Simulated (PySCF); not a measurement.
**Broadened absorption spectrum of C4H10BF3N2**

Compound: C₄H₁₀BF₃N₂.
Atom-mapped SMILES: `[CH3:1][C:2]([CH3:3])([B:4]([NH2:5])[NH2:6])[C:7]([F:8])([F:9])[F:10]` (hydrogens: H11, H12, H13 on C1; H14, H15, H16 on C3; H17, H18 on N5; H19, H20 on N6)

The calculation used TDDFT CAM-B3LYP/def2-SVPD, vertical, gas phase, core orbitals frozen in the response (PySCF 2.14.0, density-fitted response routines). The structure is a single PBE0-D3(BJ)/def2-SVP conformer in the gas phase; no vibrational or solvent corrections. Torsions of this conformer, `[CH3:1][C:2]([CH3:3])([B:4]([NH2:5])[NH2:6])[C:7]([F:8])([F:9])[F:10]`: C1–C2–B4–N5 -112°, C1–C2–C7–F8 -175°, H–N5–B4–C2 -5°, H–N5–B4–C2 178°, H–N6–B4–C2 10°, H–N6–B4–C2 179°.

Broadening: Gaussians 0.25 eV wide at half height, area fixed by f = 4.319×10⁻⁹ ∫ε dν̃. The cross-section is σ = 3.8235×10⁻²¹ ε cm², given in Mb (10⁻¹⁸ cm²). The width is an assumption, not a result. The curve ends short of the highest state used, and states not computed would add to its high-energy end.

| E (eV) | σ (Mb) |
| --- | --- |
| 5.85 | 0.00 |
| 5.90 | 0.00 |
| 5.94 | 0.00 |
| 5.99 | 0.01 |
| 6.03 | 0.01 |
| 6.08 | 0.03 |
| 6.12 | 0.04 |
| 6.17 | 0.06 |
| 6.21 | 0.07 |
| 6.26 | 0.06 |
| 6.31 | 0.05 |
| 6.35 | 0.03 |
| 6.40 | 0.02 |
| 6.44 | 0.01 |
| 6.49 | 0.00 |
| 6.53 | 0.00 |
| 6.58 | 0.00 |
| 6.62 | 0.00 |
| 6.67 | 0.00 |
| 6.72 | 0.00 |
| 6.76 | 0.00 |
| 6.81 | 0.00 |
| 6.85 | 0.00 |
| 6.90 | 0.00 |
| 6.94 | 0.01 |
| 6.99 | 0.03 |
| 7.03 | 0.12 |
| 7.08 | 0.50 |
| 7.12 | 1.32 |
| 7.17 | 3.61 |
| 7.22 | 7.93 |
| 7.26 | 12.67 |
| 7.31 | 18.66 |
| 7.35 | 21.68 |
| 7.40 | 21.42 |
| 7.44 | 18.10 |
| 7.49 | 12.12 |
| 7.53 | 7.77 |
| 7.58 | 4.70 |
| 7.63 | 5.32 |
| 7.67 | 9.24 |
| 7.72 | 19.68 |
| 7.76 | 32.82 |
| 7.81 | 52.84 |
| 7.85 | 67.07 |
| 7.90 | 74.97 |
| 7.94 | 70.32 |
| 7.99 | 53.42 |
| 8.04 | 32.64 |
| 8.08 | 18.86 |
| 8.13 | 8.05 |
| 8.17 | 3.97 |
| 8.22 | 2.52 |
| 8.26 | 2.89 |
| 8.31 | 4.06 |
| 8.35 | 4.99 |

Problem. Where are the band maxima, and which computed states make them?

Solution. 199 nm (6.23 eV), ε about 17, made up of S1 (100%); 168 nm (7.37 eV), ε about 5800, made up of S2 (100%); 157 nm (7.90 eV), ε about 20000, made up of S4 (98%) (ε in L mol⁻¹ cm⁻¹; maxima over ε = 5, shares over 10%). At its high-energy end, 8.35 eV, the curve is still rising (ε about 1300, from S5, S6 and S7). The states used: S1 6.23 eV (f 0.0002); S2 7.37 eV (f 0.054); S3 7.77 eV (f 0.0094); S4 7.90 eV (f 0.177); S5 8.36 eV (f 0.0080); S6 8.44 eV (f 0.0022); S7 8.49 eV (f 0.0057); S8 8.72 eV (f 0.0063); S9 8.75 eV (f 0.0032); S10 8.95 eV (f 0.030).

Problem. Coming from long wavelengths, where does ε first pass 100 L mol⁻¹ cm⁻¹?

Solution. At about 175 nm (7.07 eV), 0.85 eV above S1.

Problem. What would ε be at 7.90 eV, the highest of these maxima, with half the width (0.125 eV)?

Solution. About 38200 L mol⁻¹ cm⁻¹ against 19600, a factor of about 1.9; a lone state at its own centre would give exactly 2.

Problem. On this curve, what absorbance would a 10⁻⁵ mol/L sample give at 193 nm over a 1 cm path?

Solution. 193 nm is 6.424 eV, where ε is about 3 L mol⁻¹ cm⁻¹, so A = ε c l ≈ 3e-05 (Beer–Lambert, with the gas-phase spectrum and the assumed width).

All these states lie below the vertical ionisation energy of 9.47 eV (ΔSCF).
